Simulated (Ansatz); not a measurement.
Basis-set extrapolation for CH5BN2O (`N=COBN`) (PBE0-D4/def2-TZVP geometry, frozen core, Ansatz). Multiplicity 1, RHF reference.

```
                      def2-TZVPP   def2-QZVPP
                 HF  -249.413001  -249.424922
    MP2 correlation    -0.904516    -0.969886
CCSD(T) correlation    -0.968569      not run
```

Energies in hartree. Use E(X) = E(∞) + A·exp(−7.88·√X) for Hartree–Fock and E(X) = E(∞) + B·X^(−2.97) for correlation, with X = 3 and 4, and add CCSD(T) minus MP2 of the smaller set to the MP2 limit.

Problem. What is the CCSD(T) energy at the basis-set limit?

Solution. HF limit: -249.424922 + (-0.011921) × 0.13774 = -249.42656. MP2 limit: -0.969886 + (-0.065370) × 0.74074 = -1.01831. Higher-order term: -0.968569 − (-0.904516) = -0.06405. Total: -250.50892 hartree, 334.4 kJ/mol below CCSD(T)/def2-TZVPP.
